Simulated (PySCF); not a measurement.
Calculation: B3LYP-D3(BJ)/def2-TZVP (PySCF). All species are isolated molecules in the gas phase. One relaxed conformer stands for a flexible species; it need not be the lowest. B3LYP has the VWN-RPA correlation part, as in Gaussian. Delta-SCF ions had no search for a lower state. 

Reference species (SMILES): `OC1BB1` (neutral, multiplicity 1).

* **vertical ionisation energy (Delta-SCF)**: 9.18 eV
* **LUMO**: -1.03 eV

Changed species: `BBC=O`.

Q: Give the shifts of the vertical ionisation energy (Delta-SCF) and LUMO.

A: the vertical ionisation energy (Delta-SCF) rises by 0.44 eV, to 9.62 eV; the LUMO falls by 1.35 eV, to -2.38 eV.
